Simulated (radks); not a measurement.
Results of a calculation; reference values are marked as such.
Initial-state core-level shifts of the bromine ion Br+ when its valence configuration changes from [Ar] 3d10 4s2 4p4. Code: a radial shooting solver on a logarithmic mesh with Libxc functionals. Model: scalar-relativistic Kohn-Sham, PBE, spin-unpolarised, spherical densities, point nucleus. Shifts are changes of the shell-averaged eigenvalues in eV (positive: less bound).

| valence | 1s | 2s | 2p | 3p |
|---|---|---|---|---|
| 3d10 4s1.5 4p4.5 | -0.817 | -0.800 | -0.795 | -0.803 |
| 3d10 4p6 | -3.183 | -3.118 | -3.100 | -3.137 |
| 3d10 4s1 4p5 | -1.619 | -1.585 | -1.577 | -1.594 |
| 3d10 4s0.5 4p5.5 | -2.408 | -2.358 | -2.344 | -2.371 |
| 3d9.5 4s2 4p4.5 | -7.747 | -8.567 | -8.509 | -6.472 |
| 3d9 4s2 4p5 | -15.700 | -17.381 | -17.263 | -13.015 |
| 3d8 4s2 4p6 | -32.221 | -35.729 | -35.496 | -26.303 |
